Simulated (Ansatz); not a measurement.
`FC(Cl)O[SiH3]` + NH₃ → `NC(F)O[SiH3]` + HCl at 600 K and 1 bar (substitution at a C–Cl bond).

Isolated molecules relaxed with PBE0-D4/def2-TZVP in Ansatz; ΔE leaves out vibrations. CCSD(T)/CBS is the MP2 limit (def2-TZVPP, def2-QZVPP) plus CCSD(T) − MP2 in def2-TZVPP, frozen cores. This one scheme is used for every species. Each species was taken in one conformer, which may not be the lowest.

```csv
species,CCSD(T)/CBS energy (Eh),H − E (kJ/mol),S (J/(mol·K))
`FC(Cl)O[SiH3]`,-964.30343,190.4,430.2
NH₃,-56.50880,112.4,219.5
`NC(F)O[SiH3]`,-560.44134,264.7,432.7
HCl,-460.38127,35.4,207.2
```

H − E and S are ideal-gas, rigid-rotor, harmonic terms from PBE0-D4/def2-TZVP, for one conformer and one mirror image of each species. 1 Eh = 2625.50 kJ/mol, R = 8.31446 J/(mol·K).

**Question.** By hand: ΔE, ΔH, ΔS and ΔG.

**Answer.** ΔE = (-560.44134) + (-460.38127) − (-964.30343) − (-56.50880) = -0.01038 Eh = -27.3 kJ/mol. Δ(H − E) = 264.7 + 35.4 − 190.4 − 112.4 = -2.7, so ΔH = -30.0 kJ/mol. ΔS = 432.7 + 207.2 − 430.2 − 219.5 = -9.8 J/(mol·K). ΔG = -30.0 − 600 × (-9.8)/1000 = -24.1 kJ/mol.

**Question.** By hand: the equilibrium constant, and the temperature at which ΔG would vanish if ΔH and ΔS stayed fixed.

**Answer.** log₁₀ K = −ΔG/(RT ln 10) = 2.1. ΔG = 0 at ΔH/ΔS = 3061 K, far beyond where these terms or the molecules hold.

The number of gas molecules stays the same, so ΔS is small and ΔH decides. A doubt of 5 kJ/mol in ΔE shifts log₁₀ K by 0.4 here. Other conformers and mirror images would add mixing entropy, several J/(mol·K) or more a flexible species. Modes under 60 cm⁻¹, often nearly free rotors, make the harmonic entropy too high. These are equilibria of isolated gas molecules and say nothing of rates. Largest T1 diagnostic: 0.012 (customary marks: 0.02 for closed shells, 0.045 for open ones).
